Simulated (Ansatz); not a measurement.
Geometry optimisation, Ansatz 0.2.0, RKS LDA/def2-SVP.

Input:

```yaml
crystal:
  periodic: [false, false, false]
  atoms:
    - { symbol: Si, position_ang: [-0.495649, 0.908716, 0.77643] }
    - { symbol: O, position_ang: [-0.273899, 0.015345, -0.687172] }
    - { symbol: C, position_ang: [-1.134619, -1.054954, -0.937267] }
    - { symbol: H, position_ang: [-1.945527, 1.336885, 0.796631] }
    - { symbol: H, position_ang: [0.400383, 2.10386, 0.704475] }
    - { symbol: H, position_ang: [-0.2262, 0.060661, 1.990654] }
    - { symbol: H, position_ang: [1.929472, -0.359088, -0.3291] }
    - { symbol: S, position_ang: [2.823909, -0.063206, 0.656841] }
    - { symbol: H, position_ang: [-2.212117, -0.761279, -0.867814] }
    - { symbol: H, position_ang: [-0.957166, -1.432458, -1.968537] }
    - { symbol: H, position_ang: [-0.976115, -1.91038, -0.233102] }
    - { symbol: H, position_ang: [3.067429, 1.155898, 0.097961] }
basis:
  gaussian: { orbitals: def2-SVP }
hamiltonian:
  xc: lda
relax:
  f_tol: 0.03
  max_steps: 50
```

Command:

```bash
$ ansatz run input.yaml --threads 2 --pin off --max-ram 3072MiB --backend cpu --events-out ev --progress --plain --runs-dir out
```

Task: Where does it end, and by what steps?

Result: It converged. After 5 steps the energy has fallen by 0.085 eV; H7 moved furthest, 0.34 Å.

```json
{"step": "0", "energy less start (eV)": "0.0000", "largest force component (eV/Å)": "1.054", "accepted": "yes"}
{"step": "1", "energy less start (eV)": "-0.0555", "largest force component (eV/Å)": "0.552", "accepted": "yes"}
{"step": "2", "energy less start (eV)": "-0.0476", "largest force component (eV/Å)": "0.845", "accepted": "no"}
{"step": "3", "energy less start (eV)": "-0.0753", "largest force component (eV/Å)": "0.187", "accepted": "yes"}
{"step": "4", "energy less start (eV)": "-0.0824", "largest force component (eV/Å)": "0.093", "accepted": "yes"}
{"step": "5", "energy less start (eV)": "-0.0851", "largest force component (eV/Å)": "0.027", "accepted": "yes"}
```

```xyz
12
Properties=species:S:1:pos:R:3
Si -0.520 0.929 0.819
O -0.210 0.048 -0.584
C -1.023 -1.041 -0.913
H -1.972 1.343 0.755
H 0.373 2.130 0.789
H -0.307 0.095 2.055
H 1.605 -0.274 -0.283
S 2.759 -0.193 0.478
H -2.106 -0.765 -0.914
H -0.761 -1.397 -1.933
H -0.890 -1.898 -0.207
H 3.052 1.024 -0.062
```

Run time: 3.3 s on 2 threads of AMD EPYC 9R45 96-Core Processor (Zen 5), with other jobs on the host, peak memory 0.17 GiB.
